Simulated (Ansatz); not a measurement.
Input file for `NC1CO[SiH2]1`:

```yaml
crystal:
  periodic: [false, false, false]
  atoms:
    - {symbol: N, position_ang: [-0.510484, 0.592200, 1.564500]}
    - {symbol: C, position_ang: [-0.550685, -0.096609, 0.301479]}
    - {symbol: C, position_ang: [-0.173354, 0.634967, -1.022958]}
    - {symbol: O, position_ang: [0.764056, -0.293834, -1.612465]}
    - {symbol: Si, position_ang: [0.845292, -1.242787, -0.242100]}
    - {symbol: H, position_ang: [0.395824, 1.004513, 1.743715]}
    - {symbol: H, position_ang: [-1.202788, 1.329321, 1.616410]}
    - {symbol: H, position_ang: [-1.524292, -0.582741, 0.193190]}
    - {symbol: H, position_ang: [-1.007121, 0.799009, -1.712380]}
    - {symbol: H, position_ang: [0.317071, 1.593936, -0.819367]}
    - {symbol: H, position_ang: [0.603381, -2.687580, -0.496063]}
    - {symbol: H, position_ang: [2.120101, -1.105595, 0.520039]}
basis:
  gaussian: {orbitals: def2-SVP}
correlation: {method: ccsd_t}
```

```sh
$ ansatz run in.yaml --threads 4 --pin off --events-out ev --progress --plain --max-ram 10444MiB
```

The program prints (abridged):

```
Functional definition: HF
1092 factors; integrals over basis functions are off by at most 1.3e-3 eV
mean field evaluation 1: about -13542.1486 eV, gradient 3.8e1 eV
mean field evaluation 2: about -13542.1527 eV, gradient 3.8e1 eV
mean field evaluation 4: about -13545.5917 eV, gradient 4.1e0 eV
mean field evaluation 8: about -13545.6408 eV, gradient 2.8e-4 eV
mean field -13545.64080441 eV, -497.7931179969 hartree, gradient 1.1e-6 eV, S^2 0.000000; 0 other end points of the search recorded, 0 dependent functions left out
9 core orbitals not correlated: weight in the atoms' cores, before any rotation towards them, 1.000 or more for the frozen orbitals, at most 0.000 for the correlated occupied ones
reference -13545.64080441 eV, -497.7931179969 hartree; 15, 15 occupied and 85, 85 virtual orbitals, 1092 factors
second order -19.69915798 eV of doubles, -0.00000000 eV of singles
cycle   1  -20.42046442 eV  change   -7.2e-1 eV  update   9.8e-2
cycle   2  -20.95025837 eV  change   -5.3e-1 eV  update   2.8e-2
cycle   3  -21.06947700 eV  change   -1.2e-1 eV  update   1.4e-2
cycle   4  -21.06571875 eV  change    3.8e-3 eV  update   3.2e-3
cycle   5  -21.06592328 eV  change   -2.0e-4 eV  update   1.4e-3
cycle   6  -21.06628649 eV  change   -3.6e-4 eV  update   4.5e-4
cycle   7  -21.06600770 eV  change    2.8e-4 eV  update   1.8e-4
cycle   8  -21.06595941 eV  change    4.8e-5 eV  update   5.4e-5
cycle   9  -21.06596900 eV  change   -9.6e-6 eV  update   2.0e-5
perturbative correction -0.60557964 eV, -0.0222546414 hartree
Total energy: -13567.31235306 eV, -498.5895327202 hartree
```

It took 2.6 s on 4 threads of an Intel Xeon 6985P-C on a shared host, with 0.56 GiB of host memory at the peak.

Correlation energy per correlated electron: -0.722 eV. T1 diagnostic: 0.0108.
